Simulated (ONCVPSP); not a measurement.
Configuration tests for Ni (Z = 28) (ONCV)

```json
{"Element": "nickel", "Generator": "ONCVPSP 4.0.1", "Type": "optimised norm-conserving Vanderbilt (ONCV)", "Functional": "PBE", "Relativity": "scalar-relativistic", "Frozen core": "[Ar]", "Valence charge": "10", "Reference configuration": "3d8 4s2", "Partial waves": "4s: rc 1.90 bohr, ncon 4, nbas 8, qcut 3.6 1/bohr, 3 projectors, debl 2.9 Ha; p scattering state at 0.35 Ha: rc 1.65 bohr, ncon 4, nbas 7, qcut 4.9 1/bohr, 3 projectors, debl 1.2 Ha; 3d: rc 1.50 bohr, ncon 3, nbas 7, qcut 11.7 1/bohr, 2 projectors, debl 2 Ha", "Local potential": "polynomial inside 1.10 bohr (lpopt 5, dvloc0 6 Ha)", "Core correction": "none"}
```

Energies are relative to the spin-unpolarised reference configuration 3d8 4s2; without spin polarisation the order of configurations can differ from experiment.

| valence configuration | charge | ΔE all-electron (eV) | error AE − PS (meV) |
| --- | --- | --- | --- |
| 3d7 4s0 | +3 | 64.140 | +204 |
| 3d8.5 4s1.5 | 0 | -1.183 | -18 |

Task: What are ΔE and the potential's error for 3d8 4s0?

Result: ΔE = 26.674 eV all-electron; the error (AE − PS) is +59 meV.

Task: What are ΔE and the potential's error for 3d8 4s1?

Result: ΔE = 9.323 eV all-electron; the error (AE − PS) is +3.8 meV.

Levels in the configuration 3d8 4s1:

```
level  all-electron (eV)  pseudo (eV)
   3d            -17.925      -17.874
   4s            -13.184      -13.168
```

Note: ghosts flagged at negative energy: p at -72.2 eV; GHOST(+) flagged for s at 167.1 eV. A true bound ghost makes a file unfit for plane-wave use.
